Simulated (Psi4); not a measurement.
Psi4 input (wB97X-D/6-31G*):

```
memory 1500 MB

molecule {
-1 2
Si   -0.01014766    0.01439914    0.63311610
F     1.06775889   -0.71365869   -0.45945974
F    -1.05197364    0.69126002   -0.52538753
symmetry c1
no_reorient
no_com
}

set {
  basis 6-31G*
  reference uks
  scf_type pk
  dft_radial_points 99
  dft_spherical_points 590
  e_convergence 1e-8
  d_convergence 1e-7
  maxiter 150
}

e = energy('wb97x-d')
print_out(f'\nFINAL {e:.10f} DIPOLE {variable("CURRENT DIPOLE")[0]:.6f} {variable("CURRENT DIPOLE")[1]:.6f} {variable("CURRENT DIPOLE")[2]:.6f}\n')
```

From the last part of the output:

```
       7A     -3.508067     8A     -1.007684     9A     -0.990534
      10A     -0.362624    11A     -0.293383    12A     -0.265343
      13A     -0.254181    14A     -0.227645    15A     -0.222351
      16A     -0.102854

    Beta Virtual:

      17A      0.252925    18A      0.309539    19A      0.357960
      20A      0.486852    21A      0.552157    22A      0.620989
      23A      0.639151    24A      0.950566    25A      0.958824
      26A      0.960013    27A      1.064836    28A      1.194226
      29A      1.488431    30A      1.509480    31A      1.580766
      32A      1.608517    33A      1.622948    34A      1.649640
      35A      1.867550    36A      1.933290    37A      2.173309
      38A      2.177094    39A      2.178223    40A      2.181088
      41A      2.214308    42A      2.287118    43A      2.343098
      44A      2.415848    45A      2.940505    46A      3.078734
      47A      3.342803    48A      4.194955    49A      4.326258

    Final Occupation by Irrep:
              A
    DOCC [    16 ]
    SOCC [     1 ]
    NA   [    17 ]
    NB   [    16 ]

  @UKS Final Energy:  -489.16694149930163

   => Energetics <=

    Nuclear Repulsion Energy =             95.3510218125192637
    One-Electron Energy =                -879.0609891417800554
    Two-Electron Energy =                 324.7663701982119164
    DFT Exchange-Correlation Energy =     -30.2231961899134873
    Empirical Dispersion Energy =          -0.0001481783393282
    VV10 Nonlocal Energy =                  0.0000000000000000
    Total Energy =                       -489.1669414993016289

  UHF NO Occupations:
  HONO-2 :   15  A 1.9998616
  HONO-1 :   16  A 1.9981247
  HONO-0 :   17  A 1.0000000
  LUNO+0 :   18  A 0.0018753
  LUNO+1 :   19  A 0.0001384
  LUNO+2 :   20  A 0.0000291
  LUNO+3 :   21  A 0.0000249

Computation Completed

Properties will be evaluated at   0.000000,   0.000000,   0.000000 [a0]

Properties computed using the SCF density matrix

 Multipole Moments:

 ------------------------------------------------------------------------------------
     Multipole            Electronic (a.u.)      Nuclear  (a.u.)        Total (a.u.)
 ------------------------------------------------------------------------------------

 L = 1.  Multiply by 2.5417464519 to convert [e a0] to [Debye]
 Dipole X            :          0.0075604            0.0000000            0.0075604
 Dipole Y            :         -0.0107278           -0.0000001           -0.0107279
 Dipole Z            :         -0.4716967           -0.0000001           -0.4716968
 Magnitude           :                                                    0.4718793

 ------------------------------------------------------------------------------------

FINAL -489.1669414993 DIPOLE 0.007560 -0.010728 -0.471697

*** Psi4 exiting successfully. Buy a developer a beer!
```

The dipole moment of an ion depends on the origin.
